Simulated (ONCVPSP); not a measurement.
**Which change was made? (P, ONCV)**

ONCVPSP 4.0.1 input, shortened (lines: element, Z, core and valence counts, functional; n l f; lmax; l rc ep ncon nbas qcut; lloc lpopt rc5 dvloc0; l nproj debl; icmod fcfact rcfact), PBE, scalar-relativistic:

```
  P 15.00    3    2        4      upf
    1    0    2.00
    2    0    2.00
    2    1    6.00
    3    0    2.00
    3    1    3.00
    2
    0    1.40    0.00    3    6    5.60
    1    1.45    0.00    4    8    6.60
    2    1.50    0.26    3    6    6.60
    4    5    1.20    6.00
    0    3    3.40
    1    3    0.30
    2    1    1.40
    0    0.00    0.00
```

Cutoffs, loose and tight: the cutoffs (Ha) at which the residual kinetic energy of the hardest occupied pseudo-wave falls to 1 and 0.1 mHa per electron. They do not see the model core or the augmentation charge, which bear on the density cutoff. Test errors are all-electron minus pseudo excitation energies from the reference, over the configurations 3s2 3p2; 3s2 3p1; 3s2 3p0; 3s2 3p2.5; variants that change the core or the reference have their own tests.

The base gives: outcome: generated; cutoff, loose: 11 Ha; cutoff, tight: 13 Ha; bound ghosts: s, p; GHOST(+) flags above zero: p; largest test error (meV): +21.

Question: After one change the result is: outcome: generated; cutoff, loose: 140 Ha; cutoff, tight: 169 Ha; bound ghosts: s, p; GHOST(+) flags above zero: p; largest test error (meV): +16. Which change was it?
A. all radii scaled by about 1.13 (s 1.58, p 1.64, d 1.68 bohr); local potential polynomial inside 1.36 bohr (lpopt 5, dvloc0 6 Ha)
B. all radii scaled by about 0.77 (s 1.08, p 1.12, d 1.16 bohr); local potential polynomial inside 0.94 bohr (lpopt 5, dvloc0 6 Ha)
C. all radii scaled by about 0.90 (s 1.26, p 1.30, d 1.34 bohr); local potential polynomial inside 1.08 bohr (lpopt 5, dvloc0 6 Ha)

Answer: B. The others give: all radii scaled by about 0.90 (s 1.26, p 1.30, d 1.34 bohr); local potential polynomial inside 1.08 bohr (lpopt 5, dvloc0 6 Ha) → outcome: generated; cutoff, loose: 19 Ha; cutoff, tight: 104 Ha; bound ghosts: s, p; GHOST(+) flags above zero: p; largest test error (meV): +16 | all radii scaled by about 1.13 (s 1.58, p 1.64, d 1.68 bohr); local potential polynomial inside 1.36 bohr (lpopt 5, dvloc0 6 Ha) → outcome: generated; cutoff, loose: 11 Ha; cutoff, tight: 13 Ha; bound ghosts: p; GHOST(+) flags above zero: p; largest test error (meV): +25.
